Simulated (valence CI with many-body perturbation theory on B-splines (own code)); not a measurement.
**Ho16+: M1 decay**

Method: configuration interaction combined with many-body perturbation theory (CI+MBPT): five valence electrons over a frozen Dirac-Fock core [Kr] 4d10, a basis of 7 s, 7 p, 7 d, 7 f, 4 g, 2 h functions for each j, with the one-electron correlation potential Σ1, the two-electron term Σ2, the three-electron term Σ3, Breit, model QED; selected CI, second order for the rest, scaled by the run's own slope (own B-spline code, finite nucleus).

No measured levels were compared; by estimate terms of the open shell hold to a few per cent of their energy, and close levels can change places. Among the levels kept, up to 1100 cm⁻¹ of a level comes from second order outside the variational space, and about a tenth of that is noise between levels of different J, which matters for small intervals.

Lines 51 to 100 of 120 in falling wavelength, among levels below 136450 cm⁻¹, chosen from the decays that carry over 1 % of a level's rate. Wavelengths and rates use the calculated energies, so an error of 2000 cm⁻¹ moves a line at 7297 Å by 15 % and its rate by three times that or more. S is in atomic units (e²a₀⁴ for E2 and M2, e²a₀⁶ for E3), for M1 in squared Bohr magnetons. Weak lines are less certain than strong ones. Lines between different terms over intervals too small for the method are left out, as are lines whose strength nearly cancels. Where a level lies close to another of its J and parity, the split of strength between their lines is uncertain.

Names give the largest LS component (configuration and term), which can be under half, so a name can repeat, a term be missing and a line seem to break the LS rules; names also repeat where a configuration has a term twice. Letters in brackets count levels of one name in rising energy.

```tsv
λ vac (Å)	Upper	Lower	Type	A (s⁻¹)	S (a.u.)
7297	4f5 6F°_7/2	4f5 6H°_7/2	M1	8.40e-01	9.68e-02
7235	4f5 4G°_5/2 [a]	4f5 6F°_7/2	M1	4.10e+00	3.45e-01
7222	4f5 6F°_11/2	4f5 6H°_11/2	M1	5.26e-02	8.82e-03
6996	4f5 6F°_5/2	4f5 6H°_5/2	M1	1.80e+00	1.37e-01
6187	4f5 6P°_3/2	4f5 4G°_5/2 [a]	M1	2.27e+00	7.99e-02
6118	4f5 4G°_5/2 [a]	4f5 6F°_5/2	M1	1.15e+01	5.86e-01
6011	4f5 4G°_7/2 [a]	4f5 6F°_9/2	M1	5.82e+00	3.75e-01
5770	4f5 4G°_5/2 [a]	4f5 6F°_3/2	M1	1.80e+01	7.67e-01
5539	4f5 4M°_15/2	4f5 6H°_15/2	M1	6.84e+00	6.90e-01
5504	4f5 4F°_7/2 [a]	4f5 4G°_5/2 [a]	M1	2.04e+00	1.01e-01
5165	4f5 4F°_3/2 [a]	4f5 6F°_5/2	M1	1.01e+00	2.07e-02
5130	4f5 4G°_9/2 [a]	4f5 6F°_11/2	M1	5.23e+00	2.62e-01
5013	4f5 4G°_7/2 [a]	4f5 6F°_7/2	M1	1.02e+01	3.80e-01
4914	4f5 4F°_3/2 [a]	4f5 6F°_3/2	M1	1.60e+01	2.81e-01
4831	4f5 4F°_3/2 [a]	4f5 6F°_1/2	M1	3.98e+01	6.65e-01
4691	4f5 4M°_15/2	4f5 6H°_13/2	M1	1.77e+00	1.09e-01
4642	4f5 4K°_13/2 [a]	4f5 6H°_15/2	M1	5.09e-01	2.64e-02
4450	4f5 4G°_7/2 [a]	4f5 6F°_5/2	M1	2.82e+00	7.37e-02
4323	4f5 4G°_9/2 [a]	4f5 6F°_9/2	M1	2.78e+00	8.34e-02
4263	4f5 4M°_17/2	4f5 6H°_15/2	M1	4.73e-01	2.45e-02
4085	4f5 4I°_11/2 [a]	4f5 6H°_13/2	M1	6.19e-01	1.88e-02
4038	4f5 4G°_5/2 [b]	4f5 6F°_7/2	M1	2.83e+01	4.15e-01
4031	4f5 4K°_13/2 [a]	4f5 6H°_13/2	M1	2.47e+01	8.40e-01
3986	4f5 4G°_11/2 [a]	4f5 6F°_11/2	M1	2.50e+00	7.04e-02
3863	4f5 4I°_15/2 [a]	4f5 6H°_15/2	M1	3.58e+01	1.23e+00
3697	4f5 4F°_5/2 [a]	4f5 6F°_7/2	M1	6.94e-01	7.80e-03
3686	4f5 4I°_9/2 [a]	4f5 6H°_11/2	M1	5.42e-01	1.01e-02
3665	4f5 4G°_5/2 [b]	4f5 6F°_5/2	M1	2.51e+00	2.75e-02
3633	4f5 4G°_5/2 [a]	4f5 6H°_7/2	M1	3.76e+01	4.01e-01
3586	4f5 4I°_11/2 [a]	4f5 6H°_11/2	M1	2.43e+01	4.98e-01
3544	4f5 4K°_13/2 [a]	4f5 6H°_11/2	M1	1.57e+01	3.63e-01
3537	4f5 4G°_5/2 [b]	4f5 6F°_3/2	M1	8.78e+00	8.64e-02
3487	4f5 4F°_7/2 [a]	4f5 6F°_9/2	M1	4.17e+01	5.25e-01
3481	4f5 4G°_11/2 [a]	4f5 6F°_9/2	M1	3.84e+00	7.20e-02
3431	4f5 4I°_15/2 [a]	4f5 6H°_13/2	M1	1.00e+01	2.40e-01
3425	4f5 4L°_13/2	4f5 6H°_15/2	M1	5.99e-01	1.25e-02
3382	4f5 4F°_5/2 [a]	4f5 6F°_5/2	M1	9.80e+00	8.43e-02
3302	4f5 4G°_7/2 [a]	4f5 6H°_9/2	M1	5.02e+01	5.37e-01
3280	4f5 4L°_15/2	4f5 6H°_15/2	M1	1.52e+01	3.18e-01
3271	4f5 4I°_9/2 [a]	4f5 6H°_9/2	M1	1.52e+01	1.97e-01
3264	4f5 4G°_5/2 [a]	4f5 6H°_5/2	M1	4.44e+01	3.43e-01
3193	4f5 4I°_11/2 [a]	4f5 6H°_9/2	M1	2.93e+01	4.24e-01
3081	4f5 4L°_13/2	4f5 6H°_13/2	M1	2.08e+01	3.16e-01
3076	4f5 6P°_3/2	4f5 6F°_5/2	M1	7.18e+00	3.10e-02
3001	4f5 4L°_17/2	4f5 6H°_15/2	M1	1.49e+00	2.68e-02
2999	4f5 4G°_9/2 [a]	4f5 6H°_11/2	M1	3.73e+01	3.73e-01
2986	4f5 6P°_3/2	4f5 6F°_3/2	M1	6.99e+00	2.76e-02
2976	4f5 4D°_1/2 [a]	4f5 6F°_3/2	M1	5.94e+01	1.16e-01
2971	4f5 4G°_7/2 [a]	4f5 6H°_7/2	M1	1.92e+01	1.49e-01
2971	4f5 4F°_3/2 [a]	4f5 6H°_5/2	M1	3.13e+00	1.22e-02
```
